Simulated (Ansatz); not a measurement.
Molecule: sum formula ReOBr$_{4}$ (charge 0, doublet). The spin state was set by rule; other spins were not relaxed. SMILES: [O]=[Re]([Br])([Br])([Br])[Br]
Geometry: optimised at B3LYP-D3(BJ)/def2-TZVP (Ansatz, an electronic-structure program).

Parts of the frozen-core correlation energy in def2-TZVPP (Ansatz, hartree). Frozen orbitals: 61; correlated occupied orbitals by spin: 21 and 20; virtual: 197 and 198. Open shells are spin-unrestricted. No spin-orbit coupling. Past Kr the def2 sets carry scalar-relativistic core potentials.

```csv
term,value
reference (HF),-10442.21020
MP2 opposite-spin,-0.86677
MP2 same-spin,…
CCSD correlation,…
(T),…
T1 diagnostic,0.033
largest doubles amplitude,0.068
<S^2> of the reference,0.931
```

**Question.** Some entries are withheld; supply them.

**Answer.** 
- MP2 same-spin, value: -0.35888
- CCSD correlation, value: -1.20959
- (T), value: -0.07806
